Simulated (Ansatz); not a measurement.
Wavefunction ladder for C2H5AlClNO

```xyz
11

N     0.2449   -1.1339   -0.2695
C    -0.6966   -0.4512   -0.7803
C    -0.8818    0.9185   -0.1974
Cl   -0.4207    1.9332   -1.7131
O    -0.1097    1.1257    0.8470
Al    1.1545   -0.1075    1.1939
H     0.4253   -2.0414   -0.6811
H    -1.3192   -0.7935   -1.6044
H    -1.9325    1.1897   -0.0586
H     0.9118   -0.8727    2.5651
H     2.6239    0.2331    0.6985
```

The species carries charge 0 and has multiplicity 1. The bonds changed during the relaxation, so this is another structure than the one it started from. Geometry: relaxed with PBE0-D4/def2-TZVP. It is one conformer, not always the lowest. Frozen core, restricted reference, the Gaussian-basis code of Ansatz. CBS rows extrapolate triple and quadruple zeta; past MP2 they add the triple-zeta difference.

| basis | HF (Eh) | MP2 corr. | CCSD corr. | (T) | CCSD(T) total |
| --- | --- | --- | --- | --- | --- |
| def2-SVP | -909.04957 | -0.81058 | -0.86020 | -0.02705 | -909.93682 |
| def2-TZVPP | -909.53791 | -1.02932 | -1.07237 | -0.04729 | -910.65757 |
| def2-QZVPP | -909.56763 | -1.10918 | – | – | – |
| CBS(def2) | -909.57173 | -1.16833 | -1.21138 | as TZ | -910.83040 |
